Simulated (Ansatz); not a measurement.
Input for Ansatz (a first-principles code): R-B3LYP/def2-TZVPPD on H4OSi (SMILES O[SiH3]) with ghost functions, monomers drawn apart or pushed together. Files ending in .json are basis or fitting sets from the Basis Set Exchange.

Ansatz 0.2 input:
```yaml
crystal:
  periodic: [false, false, false]
  atoms:
    - {symbol: O, position_ang: [-0.89750980, 0.32117523, 4.19696537]}
    - {symbol: Si, position_ang: [0.70223620, 0.65757884, 4.39792119]}
    - {symbol: H, position_ang: [-1.14464151, -0.26683894, 3.47575914]}
    - {symbol: H, position_ang: [1.48596332, -0.53516414, 4.79954016]}
    - {symbol: H, position_ang: [0.78404731, 1.69651079, 5.44202448]}
    - {symbol: H, position_ang: [1.30448276, 1.17724818, 3.13746163]}
basis:
  gaussian:
    orbitals: def2-TZVPPD.json
    ghost_atoms:
      - {symbol: Br, position_ang: [-0.46725957, -1.37691034, -0.09631907]}
      - {symbol: H, position_ang: [0.41335495, -0.30808090, 0.25409780]}
hamiltonian:
  xc: {name: B3LYP}
scf: {lower_state_search: off}
```

Output:

```
Functional definition: B3LYP
[...]
these checks for a lower state are left out or cut short: stability, starts, cluster_reference, orbital_swaps, neighbouring_geometries, increment
integrals: 0.16 GiB planned
1201 factors; their error is unknown
mean field: 1.15 GiB planned
mean field evaluation 1: about -9987.8382 eV, gradient 5.6e1 eV
mean field evaluation 2: about -9973.8529 eV, gradient 1.0e2 eV
mean field evaluation 4: about -9992.7560 eV, gradient 1.4e0 eV
mean field evaluation 8: about -9992.7750 eV, gradient 2.7e-2 eV
mean field evaluation 16: about -9992.7750 eV, gradient 5.1e-6 eV
mean field -9992.77495899 eV, -367.2277063968 hartree, gradient 5.1e-6 eV, S^2 0.000000; 0 other end points of the search recorded, 0 dependent functions left out
reference -9992.77519828 eV, -367.2277151904 hartree; 13, 13 occupied and 217, 217 virtual orbitals, 1201 factors
Total energy: -9992.77519828 eV, -367.2277151904 hartree
Checks for a lower state left out: stability, starts, cluster_reference, orbital_swaps, neighbouring_geometries, increment
```

The run converged.

Cost: around 2.0 core-seconds (rough).
